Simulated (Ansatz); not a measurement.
C2H8GaNSi (`[NH2][Ga]1[CH2]C[SiH2]1`). Total charge 0; spin multiplicity 1. Correlated methods include outer-core shells of Ga, which these sets cover unevenly. Scalar relativity is left out up to krypton.

Z-matrix (Å, degrees):
```
C
Ga 1 2.010
C 1 1.549 2 96.7
H 1 1.092 2 120.0 3 -122.8
H 1 1.095 2 107.8 3 114.2
N 2 1.810 1 134.7 3 155.2
Si 2 2.396 1 76.5 3 -18.9
H 3 1.094 1 113.6 2 149.8
H 3 1.095 1 110.0 2 -90.5
H 6 1.006 2 123.8 1 -177.2
H 6 1.006 2 124.1 1 4.7
H 7 1.493 2 129.6 1 127.8
H 7 1.494 2 113.4 1 -91.7
```

Question: Give the diagnostics of a CCSD(T)/def2-TZVPP run (frozen core, Ansatz 0.2.0). (Best estimate.)

Answer: Ansatz gave: T1 = 0.0132, largest single amplitude 0.036, largest double 0.028, (T) share of the correlation energy 4.1 %, 9 CCSD cycles. The RHF solution is stable towards an unrestricted one. T1 lies under the customary mark of 0.02 for closed shells.
